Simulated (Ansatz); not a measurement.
One change: `C[S][Mg][Cl]` becomes `C[S][Cd][Cl]`.

Ansatz, PBE0-D4/def2-TZVP geometries, multiplicity 1. Each molecule was computed in one conformer, which needn't be the lowest.

Elements past krypton have def2 core potentials.

| property | `C[S][Mg][Cl]` |
| --- | --- |
| size of the dipole moment (B3LYP/def2-TZVPP) / D | 1.70 |
| zero-point energy (PBE0-D4/def2-TZVP) / kJ/mol | 105.5 |
| HOMO energy (PBE0/def2-TZVPP) / eV | -6.80 |
| size of the dipole moment (ωB97M-V/def2-TZVPP) / D | 1.63 |
| ideal-gas entropy at 298 K and 1 bar (rigid rotor, harmonic PBE0-D4/def2-TZVP) / J/(mol·K) | 350 |
| HOMO energy (ωB97M-V/def2-TZVPP) / eV | -8.98 |

Q: Give the same properties after the change, and the shifts. (Estimate.)

A: Computed: 
```json
{"property": "size of the dipole moment (B3LYP/def2-TZVPP) / D", "`C[S][Cd][Cl]`": "2.43", "shift": "0.73"}
{"property": "zero-point energy (PBE0-D4/def2-TZVP) / kJ/mol", "`C[S][Cd][Cl]`": "104.8", "shift": "-0.7"}
{"property": "HOMO energy (PBE0/def2-TZVPP) / eV", "`C[S][Cd][Cl]`": "-6.98", "shift": "-0.18"}
{"property": "size of the dipole moment (ωB97M-V/def2-TZVPP) / D", "`C[S][Cd][Cl]`": "2.29", "shift": "0.66"}
{"property": "ideal-gas entropy at 298 K and 1 bar (rigid rotor, harmonic PBE0-D4/def2-TZVP) / J/(mol·K)", "`C[S][Cd][Cl]`": "357", "shift": "7"}
{"property": "HOMO energy (ωB97M-V/def2-TZVPP) / eV", "`C[S][Cd][Cl]`": "-9.14", "shift": "-0.16"}
```

With PBE0 the HOMO falls by 0.18 eV and the LUMO falls by 0.13 eV, so the gap widens by about 0.05 eV. PBE moves the HOMO by -0.17 eV and ωB97M-V by -0.16 eV. Dipoles are sizes alone; their direction can turn.

B3LYP here is the variant with VWN-RPA as its local correlation; programs differ in this.
